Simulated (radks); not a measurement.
Sr2+, 36 electrons, occupied as [Kr]. All-electron calculation, Dirac Kohn-Sham, PBE, spin-unpolarised, spherical densities, point nucleus. Program: a radial shooting solver on a logarithmic mesh with Libxc functionals.

Normalised radial functions P(r) = r R(r) (large component), r in bohr:

```
   r/bohr * 5s1/2 (the largest magnitude, 0.626, reaches the edge; | marks zero)
 0.004141                             |*
 0.005524                             | *
 0.007367                             | *
 0.009826                             |  *
  0.01311                             |  *
  0.01748                             |  *
  0.02331                             |  *
  0.03109                             |  *
  0.04114                             |*
  0.05487                            *|
  0.07319                          *  |
  0.09761                        *    |
   0.1302                        *    |
   0.1736                          *  |
   0.2316                             |  *
   0.3089                             |      *
   0.4087                             |       *
   0.5451                             | *
   0.7271                     *       |
   0.9697               *             |
    1.293                   *         |
    1.725                             |   *
    2.301                             |                  *
    3.069                             |                          *
     4.06                             |                      *
    5.416                             |           *
    7.223                             |   *
    9.634                             |*
```

5s1/2 (empty): eigenvalue -13.594 eV, 4 radial nodes at r = 0.0499, 0.202, 0.578, 1.62 bohr, <r> = 3.50 bohr, 90 % of the charge inside 5.02 bohr.
